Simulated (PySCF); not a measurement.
Geometries of 4 isomers of C4H9NOSi, from PBE0-D3(BJ)/def2-SVP geometry optimisation, gas phase (PySCF 2.14.0). One conformer each, no zero-point energy, no frequencies.

Question: Which is lowest in electronic energy at this level?
A.
```xyz
16
angstrom
N      3.456   -0.577    0.107
C      2.325   -0.104   -0.242
Si     0.745   -0.157    0.795
C     -0.722   -0.994   -0.047
C     -1.856   -0.030    0.335
C     -1.276    1.385    0.349
O      0.010    1.347    0.942
H      3.404   -0.965    1.059
H      2.276    0.348   -1.252
H      1.145   -0.701    2.130
H     -0.916   -2.032    0.261
H     -0.558   -1.002   -1.139
H     -2.722   -0.098   -0.343
H     -2.219   -0.276    1.348
H     -1.198    1.779   -0.683
H     -1.911    2.082    0.919
```
B.
```xyz
16
angstrom
O     -2.720   -0.958    0.738
C     -2.201   -0.033    0.172
C     -0.778   -0.009   -0.314
C      0.000   -1.286    0.007
N      1.402   -0.982   -0.208
Si     1.796    0.698   -0.039
C     -0.006    1.206    0.243
H     -2.771    0.914   -0.025
H     -0.829    0.108   -1.415
H     -0.231   -1.595    1.046
H     -0.343   -2.108   -0.644
H      2.045   -1.760   -0.162
H      2.425    1.304   -1.257
H      2.680    1.044    1.121
H     -0.171    1.299    1.331
H     -0.312    2.154   -0.222
```
C.
```xyz
16
angstrom
O      2.650    1.672    0.989
C      2.150    0.957    0.149
N      0.818    0.699    0.088
C      0.187   -0.138   -0.924
C     -1.116   -0.652   -0.313
C     -1.788    0.498    0.454
Si    -0.326    1.374    1.276
H      2.751    0.444   -0.642
H      0.853   -0.966   -1.216
H     -0.027    0.448   -1.838
H     -1.771   -1.077   -1.090
H     -0.879   -1.471    0.388
H     -2.559    0.141    1.152
H     -2.279    1.198   -0.244
H     -0.392    2.861    1.239
H     -0.020    0.913    2.660
```
D.
```xyz
16
angstrom
C      1.918    0.865    0.849
N      1.477   -0.312    0.733
C      0.540   -0.627   -0.312
C     -0.731   -1.235    0.308
C     -1.642   -0.080    0.748
Si    -1.310    1.153   -0.639
O      0.158    0.468   -1.121
H      1.630    1.687    0.170
H      2.632    1.090    1.654
H      1.041   -1.367   -0.959
H     -1.237   -1.837   -0.464
H     -0.458   -1.908    1.134
H     -1.312    0.339    1.713
H     -2.691   -0.389    0.859
H     -2.290    1.110   -1.765
H     -1.125    2.572   -0.215
```

Answer: C. That is `O=CN1CCC[SiH2]1`, 18.6 kcal/mol below the next.

```
               SMILES                                 atoms numbered as above      E (Eh)  relative (kcal/mol)  relative (kJ/mol)  dipole (D)
      O=CN1CCC[SiH2]1        [O:1]=[CH:2][N:3]1[CH2:4][CH2:5][CH2:6][SiH2:7]1  -576.60591                  0.0                0.0        4.17
 O=C[C@@H]1CN[SiH2]C1      [O:1]=[CH:2][C@@H:3]1[CH2:4][NH:5][SiH2:6][CH2:7]1  -576.57634                 18.6               77.6        1.80
  C=N[C@H]1CC[SiH2]O1       [CH2:1]=[N:2][C@H:3]1[CH2:4][CH2:5][SiH2:6][O:7]1  -576.57586                 18.9               78.9        1.30
[H]/N=C\[Si@@H]1CCCO1  [H]/[N:1]=[CH:2]\[Si@@H:3]1[CH2:4][CH2:5][CH2:6][O:7]1  -576.57425                 19.9               83.1        3.02
```

As drawn, the lowest has a C=O bond and a C(=O)–N unit, which the highest lacks; the highest has a C=N bond, an N–H bond and an Si–O bond, which the lowest lacks.
